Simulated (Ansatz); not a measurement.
Calculated with Ansatz (gas phase, PBE0-D4/def2-TZVP geometries, no zero-point term in ΔE). CCSD(T)/CBS is the MP2 limit (def2-TZVPP, def2-QZVPP) plus CCSD(T) − MP2 in def2-TZVPP, frozen cores. This one scheme is used for every species. DFT in def2-TZVPP. Elements past krypton have def2 core potentials. For I outer-core shells are correlated without core-valence functions, which leaves a few kJ/mol of doubt a bond. Each species was taken in one conformer, which may not be the lowest.

Reaction (redistribution): `O[SiH](I)[SiH2]F` + `N[SiH](F)F` → `O[SiH](F)I` + `N[SiH](F)[SiH2]F`

(1) Is it downhill or uphill in electronic energy at CCSD(T)/CBS, and by how much? (An estimate is asked.)

(2) What do these levels give: B2PLYP, PBE, MP2/def2-TZVPP, SCS-MP2/def2-TZVPP, SCS-MP2/def2-QZVPP, MP2/CBS(def2)? (An estimate is asked.)

Largest T1 diagnostic among the species: 0.012.

## Answers

(1) The calculation gave: Uphill: ΔE = +15.9 kJ/mol.

(2) Computed: B2PLYP 13.4, PBE 9.4, MP2/def2-TZVPP 16.8, SCS-MP2/def2-TZVPP 16.0, SCS-MP2/def2-QZVPP 16.1, MP2/CBS(def2) 16.7 kJ/mol.

From PBE to PBE0 (25 % exact exchange), in def2-TZVPP and without D4, ΔE moves by +3.3 kJ/mol.
